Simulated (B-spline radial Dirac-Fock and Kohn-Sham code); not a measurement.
Yb³⁺: L3-M23M23 lines in intermediate coupling

System: the Yb³⁺ ion, configuration [Xe] 4f13.

Method: Dirac-Fock ΔSCF + Breit + QED. Computed with an atomic code on a B-spline grid. The two-hole levels come from diagonalising the Coulomb interaction among the jj configurations; intensities are independent-particle Coulomb rates. Kinetic energies are from the vacuum level. Electron correlation is not included. Open outer shells are spectators and are not coupled to the holes.

```tsv
kinetic energy (eV)	J	leading jj holes (weight)	leading LS term (weight)	intensity (%)
4485.9	0	M2M2 (1.00)	³P0 (0.63)	0.2
4714.2	2	M2M3 (1.00)	¹D2 (0.69)	30.8
4723.4	1	M2M3 (1.00)	³P1 (1.00)	13.4
4926.4	0	M3M3 (1.00)	¹S0 (0.63)	13.1
4943.9	2	M3M3 (1.00)	³P2 (0.69)	42.5
```

The strongest line, by its leading LS label ³P2, lies at 4943.9 eV. The mean weight of the leading component is 1.00 in jj and 0.73 in LS coupling, so jj labels describe these levels better.
